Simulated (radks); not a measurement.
Task: Valence configurations of the boron ion B+ (all share [He]). Method: scalar-relativistic Kohn-Sham, LDA (Slater exchange, Perdew-Wang correlation), spin-unpolarised, spherical densities, point nucleus; computed with a radial shooting solver on a logarithmic mesh with Libxc functionals. Order these by energy: 2p2; 2s0.5 2p1.5; 2s1 2p1; 2s1.5 2p0.5; 2s2.

Result: From the lowest, in eV above it: 2s2 0.000; 2s1.5 2p0.5 2.978; 2s1 2p1 5.955; 2s0.5 2p1.5 8.933; 2p2 11.912. NIST lists [He] 2s2 as the ground configuration; this level of theory agrees among the configurations tried. The energies are those of spherical spin-averaged densities, not of single terms.
